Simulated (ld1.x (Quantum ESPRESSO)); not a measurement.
# F (Z = 9): excitation energies, all-electron against ultrasoft

- Element: F (Z = 9)
- Generator: ld1.x (Quantum ESPRESSO) 7.5
- Type: ultrasoft
- Functional: LDA (PZ)
- Relativity: non-relativistic
- Frozen core: [He]
- Valence charge: 7
- Reference configuration: 2s2 2p3 (charge +2)
- Partial waves: 2s (bound): rcut 0.70, rcutus 0.80 bohr; 2s channel at -1.65 Ry: rcut 0.70, rcutus 0.80 bohr; 2p (bound): rcut 0.95, rcutus 1.20 bohr; 2p channel at -2.15 Ry: rcut 0.95, rcutus 1.20 bohr; 3d channel at 0.4 Ry: rcut 0.85, rcutus 1.00 bohr
- Local potential: all-electron potential smoothed inside 0.65 bohr (lloc = -1)
- Core correction: none
- Augmentation charge: built from norm-conserving waves at rcut, not smoothed further

Energies are relative to the spin-unpolarised reference configuration 2s2 2p3; without spin polarisation the order of configurations can differ from experiment. Spin-polarised rows fill each open shell by Hund’s rule, majority spin first.

```
   valence configuration  charge  ΔE all-electron (eV)  error AE − PS (meV)
                 2s2 2p5       0               -58.089                  +45
                 2s2 2p4      +1               -38.522                  +20
                 2s2 2p2      +3                60.737                  +53
                 2s1 2p5      +1               -19.962                  +75
               2s2 2p4.5    +0.5               -50.453                  +34
               2s2 2p5.3    -0.3               -60.818                  +49
2s2 2p3 (spin-polarised)      +2                -5.101                 +584
2s2 2p5 (spin-polarised)       0               -58.468                  +79
```

Question: What are ΔE and the potential's error for 2s1 2p6?

Answer: ΔE = -39.787 eV all-electron; the error (AE − PS) is +106 meV.
